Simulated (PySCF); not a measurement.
# Working out the excitation energy of Br

Br [Ar] 3d10 4s2 4p5 (2P) → Br [Ar] 3d10 4s2 4p4 5s1 (4P). Calculation: PySCF 2.14, in aug-cc-pVTZ-PP with ECP10MDF (6s5p4d2f, 55 functions); scalar relativity through the core potential. Frozen: 3s2 3p6 3d10. Energies in hartree (1 hartree = 27.21139 eV):

```json
{"part": "UHF", "Br (lower)": "-415.491803", "Br (upper)": "-415.220474"}
{"part": "CCSD correlation", "Br (lower)": "-0.156207", "Br (upper)": "-0.138565"}
{"part": "(T)", "Br (lower)": "-0.004958", "Br (upper)": "-0.004602"}
```

Problem. What does Hartree-Fock give?

Solution. (-415.220474) − (-415.491803) = 0.271329 hartree = 7.383 eV.

Problem. What do CCSD and CCSD(T) give?

Solution. The CCSD correlation energies differ by 0.017642 hartree = 0.480 eV and the triples by 0.000356 hartree = 0.010 eV, so CCSD gives 7.863 eV and CCSD(T) 7.873 eV.

Measured between the centres of the two terms (NIST): 7.845 eV, so CCSD(T) (valence) is off by 0.028 eV.

What remains against the reference includes basis incompleteness, the frozen core and higher excitations.
